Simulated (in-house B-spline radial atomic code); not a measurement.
Results of a calculation; reference values are marked as such.
Cu in an electron gas of r_s = 3: phase shifts, screening, friction and resistivity

A nucleus sits in a uniform electron gas with a rigid positive background. The Kohn-Sham equations are solved self-consistently in the spin-unpolarised LDA (PW92), non-relativistic, on B-splines with outgoing waves at the boundary and partial waves to l = 8. The model has no lattice, no bands and no magnetic solution. Atomic units; δ_l are the phase shifts at the Fermi level, counted so that each bound state adds π, and good to about 0.0005.

The density parameter is r_s = 3 bohr, near that of the valence electrons of Ag (1 per atom, density 10.5 g/cm³, mass 107.87 u, which gives r_s = 3.02).

| l | δ_l (rad) |
| --- | --- |
| 0 | 10.0027 |
| 1 | 6.7036 |
| 2 | 3.0871 |
| 3 | -0.0001 |
| 4 | 0.0004 |
| 5 | -0.0001 |
| 6 | 0.0000 |
| 7 | -0.0001 |
| 8 | 0.0000 |

Bound levels below the band bottom (hartree): s -37.88, p -33.22, s -3.802, p -2.353, s -0.0001561 and deeper ones.

Problem. Check the Friedel sum rule, and say where the screening charge sits.

Solution. k_F = (9π/4)^(1/3)/r_s = 0.63972. The rule is Z = (2/π) Σ (2l + 1) δ_l. The terms are s 6.368, p 12.803, d 9.827, f -0.000 and 0.001 beyond, in all 28.998 against Z = 29. Bound states hold 8 s, 12 p, 0 d electrons, so the scattering states carry 9.00 in all; where a term is smaller than its bound count, the bound level has drawn weight out of the band.

Problem. Find the transport cross section and the electronic stopping of a 10 keV Cu ion (mass 63.55 u).

Solution. σ_tr = (4π/k_F²) Σ (l + 1) sin²(δ_l − δ_(l+1)). The terms for l = 0 to 3 are 0.0246, 0.4182, 0.0089, 0.0000, all together 0.4516, so σ_tr = 30.707 × 0.4516 = 13.868 bohr². With n = 3/(4π r_s³) = 0.008842, the friction coefficient is Q = n k_F σ_tr = 0.0784. For v well below v_F = 0.640, dE/dx = Q v; with 24801 eV per u at v = 1, v = √(10000/(24801 × 63.55)) = 0.0797, so dE/dx = 0.00625 hartree/bohr = 3.21 eV/nm. The largest term couples the p and d waves.

Problem. What residual resistivity would 1 atomic per cent of such centres give in Ag?

Solution. Δρ = k_F n_i σ_tr/n in atomic units of 21.74 μΩ·cm. With one host atom per 1 electron, n_i/n = 0.01/1, so Δρ = 0.6397 × 0.01000 × 13.868 × 21.74 = 1.93 μΩ·cm. This is an atom added to the gas, as on an interstitial site.

Problem. On a substitutional site the background of one host ion, a sphere holding 1 charge, is taken out. The phase shifts for l = 0 to 4 become 9.7278, 6.3896, 3.0291, -0.0080, -0.0005. What follows?

Solution. The Friedel sum is now 28.00, for Z − 1 = 28. The sum in σ_tr is 0.1653, so σ_tr = 5.08 bohr² and Δρ = 0.71 μΩ·cm per atomic per cent, 0.37 times the value above. A real host ion scatters too, so this model doesn't give zero even for the host's own atom.
